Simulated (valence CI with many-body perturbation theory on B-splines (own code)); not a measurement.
As XIII: fill in the table

Level of theory: valence CI with perturbative core correlation (CI+MBPT): three valence electrons over a frozen Dirac-Fock core [Ar], a basis of 7 s, 7 p, 8 d, 6 f, 4 g, 1 h functions for each j, with the one-electron correlation potential Σ1, the two-electron term Σ2, the three-electron term Σ3, Breit, model QED; selected CI, second order for the rest, scaled by the run's own slope (own B-spline code, finite nucleus).

No measured levels were compared; by estimate terms of the open shell hold to 2 to 4 % of their energy, and close levels can change places. The list stops below the first excitations out of the core. Only levels of the ground parity were solved; by the run's estimate the other parity begins above the list, which can be wrong where configurations are misplaced.

| Level | E (cm⁻¹) |
| --- | --- |
| 3d3 4F_3/2 | 0.0 |
| 3d3 4F_5/2 | 3212 |
| 3d3 4F_7/2 | 7074 |
| 3d3 4F_9/2 | 11255 |
| 3d3 4P_3/2 | 35929 |
| 3d3 4P_1/2 | 36087 |
| 3d3 2G_7/2 | 40117 |
| 3d3 4P_5/2 | ? |
| 3d3 2G_9/2 | 42658 |
| 3d3 2D_3/2 [a] | ? |
| 3d3 2P_1/2 | ? |
| 3d3 2H_9/2 | ? |
| 3d3 2H_11/2 | ? |
| 3d3 2D_5/2 [a] | ? |
| 3d3 2P_3/2 | 62063 |
| 3d3 2F_7/2 | 86927 |
| 3d3 2F_5/2 | 88482 |
| 3d3 2D_5/2 [b] | 134520 |
| 3d3 2D_3/2 [b] | 135950 |

Names give the largest LS component (configuration and term), which can be under half, so a name can repeat, a term be missing and a line seem to break the LS rules; names also repeat where a configuration has a term twice. Letters in brackets count levels of one name in rising energy.

Problem. The levels stand in rising order. What does the calculation give for the missing energies?

Solution. 3d3 4P_5/2 41262; 3d3 2D_3/2 [a] 50054; 3d3 2P_1/2 52495; 3d3 2H_9/2 56280; 3d3 2H_11/2 57060; 3d3 2D_5/2 [a] 58884.
